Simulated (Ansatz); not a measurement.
Consider the formal loss of a carbene: `BC[NH][GeH3]` → `B[NH][GeH3]` + `[CH2]` (triplet).

Gas-phase electronic energies from Ansatz, PBE0-D4/def2-TZVP geometries. CBS: MP2 limit from def2 TZ/QZ plus the TZ coupled-cluster correction, frozen cores. This one scheme is used for every species. DFT in def2-TZVPP. B3LYP here is the variant with VWN-RPA as its local correlation; programs differ in this. HSE06 is defined as in plane-wave codes. Triplets are unrestricted, without spin–orbit coupling. For Ge outer-core shells are correlated without core-valence functions, which leaves a few kJ/mol of doubt a bond. Scalar relativity is left out up to krypton. Each species was taken in one conformer, which may not be the lowest.

| level | ΔE (kJ/mol) | difference from CCSD(T)/CBS |
| --- | --- | --- |
| B97M-V | 248.1 | 8.7 |
| PBE0-D4 | 248.2 | 8.8 |
| B3LYP-D4 | 235.4 | -4.0 |
| r2SCAN0-D4 | 218.7 | -20.7 |
| CAM-B3LYP-D4 | 237.4 | -2.0 |
| revPBE | 230.6 | -8.8 |
| r2SCAN0 | 216.7 | -22.7 |
| HSE06 | 243.7 | 4.3 |
| BHLYP | 209.5 | -29.9 |
| LC-ωPBE | 232.6 | -6.8 |
| RPA@PBE/def2-TZVPP | 218.7 | -20.7 |
| HF/def2-SVP | 84.0 | -155.4 |
| CCSD/def2-SVP | 204.1 | -35.3 |
| HF/def2-TZVPP | 77.6 | -161.8 |
| MP2/def2-TZVPP | 236.2 | -3.2 |
| HF/CBS(def2) | 78.3 | -161.1 |
| CCSD(T)/CBS | 239.4 | 0 |

Q: What do rigid-rotor, harmonic-oscillator terms from PBE0-D4/def2-TZVP frequencies (298.15 K, 1 bar) make of the CCSD(T)/CBS value? (Best estimate.)

A: The calculation gave: ΔZPE = -19.2 kJ/mol, ΔH = +226.1 kJ/mol, ΔS = 161 J/(mol·K), ΔG = +178.2 kJ/mol. Open shells count their whole term as degenerate.

Largest T1 diagnostic among the species: 0.013.

From PBE to PBE0 (25 % exact exchange), in def2-TZVPP and without D4, ΔE moves by −14.4 kJ/mol. Leaving LDA and LC-ωPBE aside and taking each functional with its dispersion term where it has one, the values, not all of them listed here, spread over 47.1 kJ/mol, from BHLYP-D4 to PBE-D4. LDA lies +80.1 kJ/mol from PBE without D4. At CCSD(T), def2-SVP lies −25.9 kJ/mol from the extrapolated value and def2-TZVPP −14.2 kJ/mol.
